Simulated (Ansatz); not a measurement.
Reaction (ligand exchange at a Ge–O bond): `[F][GeH]([Cl])[O][SiH3]` + H₂S → `[F][GeH]([SH])[Cl]` + `O[SiH3]`

Calculated with Ansatz (gas phase, PBE0-D4/def2-TZVP geometries, no zero-point term in ΔE). CCSD(T)/CBS is the MP2 limit (def2-TZVPP, def2-QZVPP) plus CCSD(T) − MP2 in def2-TZVPP, frozen cores. This one scheme is used for every species. Functionals use def2-TZVPP. For Ge outer-core shells are correlated without core-valence functions, which leaves a few kJ/mol of doubt a bond. Scalar relativity is left out up to krypton. One conformer a species, not always the lowest.

| level | ΔE (kJ/mol) |
| --- | --- |
| revPBE-D4 | -4.1 |
| BLYP-D4 | 5.2 |
| r2SCAN0-D4 | 5.2 |
| BLYP | 1.8 |
| r2SCAN0 | 4.2 |
| CCSD/def2-TZVPP | 15.9 |
| HF/CBS(def2) | 24.5 |
| MP2/CBS(def2) | 6.2 |

**Question.** What does CCSD(T)/CBS give? (Best estimate.)

**Answer.** The calculation gave: +9.7 kJ/mol. The listed levels differ from it by -13.8, -4.5, -4.5, -7.9, -5.5, 6.2, 14.8, -3.5 kJ/mol.

Largest T1 diagnostic among the species: 0.012.

Leaving LDA and LC-ωPBE aside and taking each functional with its dispersion term where it has one, the values, not all of them listed here, spread over 18.5 kJ/mol, from PBE-D4 to BHLYP-D4. LDA lies +3.0 kJ/mol from PBE without D4. From PBE to PBE0 (25 % exact exchange), in def2-TZVPP and without D4, ΔE moves by +4.0 kJ/mol. At CCSD(T), def2-SVP lies +15.8 kJ/mol from the extrapolated value and def2-TZVPP +4.5 kJ/mol.
